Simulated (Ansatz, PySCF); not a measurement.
PySCF was given this input:
```python
from pyscf import gto, scf, dft

mol = gto.M(
    atom='''
Cl   -0.00000000   -0.00000000   -1.00842595
Cl    0.00000000    0.00000000    1.00842595
''',
    basis='aug-cc-pvdz',
    verbose=3,
)

mf = dft.RKS(mol)
mf.xc = 'wb97m_v'
mf.grids.atom_grid = (99, 590)
mf.grids.prune = None
mf.kernel()
```

Problem. Give the equivalent Ansatz (a quantum-chemistry and plane-wave program) input.

Solution. Several could match; the one computed here: 
Ansatz 0.2 input:
```yaml
crystal:
  periodic: [false, false, false]
  atoms:
    - {symbol: Cl, position_ang: [-0.00000000, -0.00000000, -1.00842595]}
    - {symbol: Cl, position_ang: [0.00000000, 0.00000000, 1.00842595]}
basis:
  gaussian:
    orbitals: aug-cc-pVDZ
hamiltonian:
  xc: {name: wB97M-V}
accuracy: high
```

Both were run: PySCF gave -920.328981 Eh and Ansatz -920.328980 Eh, 0.000 mEh apart.
